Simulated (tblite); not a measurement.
Run record: tight-binding relaxation, `F[C@@H]1CCC[C@H](F)[Si@H]1Br`.

Computed with GFN2-xTB geometry optimisation, gas phase (tblite 0.8.0). Start geometry: from a force field or distance geometry. A driver script takes a list of jobs; this job's settings line and coordinates (Å) are shown.

Command:
```bash
OMP_NUM_THREADS=1 python probes_run.py task.json out
```

Input:
```
{"job": {"kind": "relax", "xc": "GFN2-xTB", "basis": "xTB"}, "charge": 0, "multiplicity": 1}
F     -1.758200     0.811200     1.368500
C     -1.291500     0.978100     0.090200
C     -1.357000    -0.390700    -0.598300
C     -0.414200    -1.433700    -0.021800
C      1.071000    -1.090800    -0.190900
C      1.499900     0.169300     0.559100
F      1.429400    -0.102800     1.894200
Si     0.451700     1.678500     0.219900
Br     1.016400     2.489100    -1.779700
H     -1.956800     1.683900    -0.394100
H     -2.394300    -0.767900    -0.511600
H     -1.162700    -0.276100    -1.671500
H     -0.611500    -2.397000    -0.502600
H     -0.628400    -1.591800     1.048300
H      1.666500    -1.926600     0.163900
H      1.281800    -0.975300    -1.256700
H      2.557300     0.390200     0.350700
H      0.591800     2.758600     1.220700
```

Output:
```
step      E/eV     max force
  0    -833.20945    1.093
  1    -833.26288    0.324
  2    -833.27510    0.287
  3    -833.28219    0.271
  4    -833.29214    0.330
  5    -833.30050    0.241
  6    -833.30711    0.177
  7    -833.31106    0.122
  8    -833.31334    0.109
  9    -833.31477    0.087
... (32 lines left out)
 42    -833.33498    0.042
 43    -833.33527    0.044
 44    -833.33556    0.043
 45    -833.33587    0.044
 46    -833.33619    0.042
 47    -833.33648    0.036
 48    -833.33666    0.021
 49    -833.33672    0.016
 50    -833.33674    0.012
 51    -833.33676    0.010
```

«max force» is the largest atomic force in eV/Å.

**Question.** From which step on does the largest force stay under 0.1 eV/Å, and how much energy is left to gain from there?

**Answer.** From step 19 (0.072 eV/Å), 7.6 meV above the end.

Summary of the converged run: energy lowered by 2.9 kcal/mol over 51 steps; largest atomic force 0.010 eV/Å at the end.

**Question.** Give the final coordinates.

**Answer.** 0.125 Å rms from the input after alignment:
```
atom  x, y, z in Å
F1    -1.9406    0.8704    1.3001
C2    -1.3495    0.9704    0.0468
C3    -1.3594   -0.4008   -0.6232
C4    -0.4099   -1.3933    0.0496
C5     1.0664   -1.0993   -0.2213
C6     1.5688    0.1300    0.5310
F7     1.6168   -0.1547    1.8900
Si8    0.4268    1.6471    0.2799
Br9    1.0087    2.5368   -1.6752
H10   -1.9883    1.6647   -0.5143
H11   -2.3781   -0.7944   -0.5818
H12   -1.0892   -0.2743   -1.6749
H13   -0.6376   -2.3962   -0.3164
H14   -0.5868   -1.3888    1.1279
H15    1.6657   -1.9591    0.0886
H16    1.2301   -0.9425   -1.2907
H17    2.6080    0.3423    0.2480
H18    0.5393    2.6482    1.3242
```

The run took 0.85 s of wall time on Arm Neoverse N1, one thread, no GPU, on a shared host.
Labels such as C1 count atoms from 1, the log's own numbers from 0.
